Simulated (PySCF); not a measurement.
Computed IR spectrum (relative IR intensity) of a molecule CH7FN2Si. Geometry optimised at r2SCAN-D4/def2-SVP. One conformer was computed; it need not be the lowest. These are r2SCAN-D4/def2-SVP in PySCF 2.14.0 values and carry that method's errors. Frequencies are harmonic and unscaled.

Lines under 2 % of the strongest are left out, and lines within 2 cm⁻¹ are merged.

| ν (cm⁻¹) | relative intensity |
|---|---|
| 288 | 7.1 |
| 336 | 18 |
| 364 | 50 |
| 412 | 18 |
| 511 | 44 |
| 757 | 24 |
| 773 | 5.9 |
| 810 | 8.7 |
| 867 | 5.2 |
| 914 | 91 |
| 956 | 100 |
| 1091 | 9.0 |
| 1162 | 47 |
| 1399 | 37 |
| 1445 | 4.7 |
| 1503 | 3.0 |
| 1534 | 25 |
| 2234 | 65 |
| 2992 | 37 |
| 3062 | 17 |
| 3118 | 7.1 |
| 3590 | 8.2 |
| 3592 | 14 |
| 3695 | 14 |

Q: Which molecule gave these data?
A) CN[Si@H](N)F
B) N[SiH](N)CF
C) C[Si](N)(N)F
D) NC[Si@H](N)F

A: A, CN[Si@H](N)F
